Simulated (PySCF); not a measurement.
Molecule: SMILES C=CP(=O)(C=C)C=C, C$_{6}$H$_{9}$OP.

Bonds (- single, = double, # triple, : aromatic): C1=C2, C2-P3, P3=O4, P3-C5, C5=C6, P3-C7, C7=C8. C1 carries H9, H10; C2 carries H11; C5 carries H12; C6 carries H13, H14; C7 carries H15; C8 carries H16, H17. H10, H14, H17 are cis to P3; H9, H13, H16 are trans to P3.

Geometry PBE0-D3(BJ)/def2-SVP throughout; GIAO in PySCF 2.14.0 with density-fitted response routines, gas phase, one conformer, non-relativistic; equivalent atoms averaged; basis pcSseg-1.

Problem. How do the absolute shieldings σ depend on the functional? (ppm; last column core-seconds on 1 thread of an Arm Neoverse V1, shared host; the GGAs took longer than the global hybrids here, which isn't the general rule, and the cause wasn't traced)

Solution. 
```
functional           kind  C1/C6/C8  C2/C5/C7     P3     O4  H10/H14/H17  H11/H12/H15  H9/H13/H16  core-s
       PBE            GGA      40.5      41.4  306.5  276.3        24.40        24.86       24.89      37
      BLYP            GGA      36.5      36.2  293.5  273.7        24.66        25.16       25.21      37
      BP86            GGA      40.3      41.1  304.1  275.4        24.47        24.95       24.97      37
      OPBE            GGA      50.7      53.4  334.6  282.8        24.40        24.87       24.83      38
       KT2            GGA      52.7      53.5  338.0  277.8        24.56        25.05       25.06      36
  mPW1PW91  global hybrid      40.4      44.8  319.3  286.0        24.40        25.09       24.92      22
```

Problem. Which nucleus moves most, in ppm?

Solution. P3 (phosphorus bonded to 3 C, O): from 293.5 ppm with BLYP to 338.0 ppm with KT2. The smallest spread is 0.26 ppm, at H10/H14/H17. Proton shifts span only some 12 ppm, so a few tenths of a ppm matter as much there as several ppm in carbon.
